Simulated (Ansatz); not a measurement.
This Ansatz (an electronic-structure program) input (PBE/6-31G) gives -341.07724 Eh with 13 basis functions. A basis named .json is the Basis Set Exchange file of that set (core-valence sets with the plain set on hydrogen).

Ansatz 0.2 input:
```yaml
crystal:
  periodic: [false, false, false]
  atoms:
    - {symbol: P, position_ang: [0.00000000, 0.00000000, 0.00000000]}
basis:
  gaussian:
    orbitals: 6-31G
hamiltonian:
  xc: {name: PBE}
magnetization: {spin_polarized: true, initial_magnetization: 3}
scf: {lower_state_search: full}
```

Change:
```diff
- orbitals: 6-31G
+ orbitals: def2-QZVPP.json
```

**Question.** What does the run give now?

**Answer.** -341.11496 Eh (PBE/def2-QZVPP, 70 functions), a change of -37.72 mEh.
